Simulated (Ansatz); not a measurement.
Gas-phase electronic energies from Ansatz, PBE0-D4/def2-TZVP geometries. CCSD(T)/CBS adds triple-zeta CCSD(T) − MP2 to the extrapolated MP2 energy (def2 sets, frozen cores). This one scheme is used for every species. DFT in def2-TZVPP. Elements past krypton have def2 core potentials. For Te outer-core shells are correlated without core-valence functions, which leaves a few kJ/mol of doubt a bond. Each species was taken in one conformer, which may not be the lowest.

Consider the ligand exchange at a B–O bond: `NB(O)[TeH]` + H–F → `NB(F)[TeH]` + H₂O.

```tsv
species	r2SCANh energy (Eh)
`NB(O)[TeH]`	-425.43494
H–F	-100.44147
`NB(F)[TeH]`	-449.46872
H₂O	-76.41862
```

Question: Work out ΔE.

Answer: ΔE = (-449.46872) + (-76.41862) − (-425.43494) − (-100.44147) = -0.01093 Eh = -28.7 kJ/mol. CCSD(T)/CBS gives -23.3 kJ/mol.

Largest T1 diagnostic among the species: 0.012.

Leaving LDA and LC-ωPBE aside and taking each functional with its dispersion term where it has one, the values, not all of them listed here, spread over 7.6 kJ/mol, from B97M-V to PBE-QIDH. LDA lies +4.8 kJ/mol from PBE without D4. The D4 term adds +3.3 kJ/mol with B3LYP and +1.8 kJ/mol with PBE0; it sums over pairs of atoms, weighted by their polarisabilities, and B3LYP, whose exchange is more repulsive, gets the larger term.

B3LYP here is the variant with VWN-RPA as its local correlation; programs differ in this.
